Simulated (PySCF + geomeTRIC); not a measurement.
Species: H₂F, SMILES `[FH2+]` (charge 1, multiplicity 1).

**Question.** Give a relaxed geometry from M06-2X/def2-TZVP run with PySCF + geomeTRIC.

**Answer.** the end point of this relaxation (outside a Z-matrix the atoms follow the SMILES, hydrogens last).
Cartesian coordinates (Å) in one orientation:
```xyz
3

F      0.000     0.349     0.000
H      0.812    -0.173     0.000
H     -0.812    -0.174     0.000
```
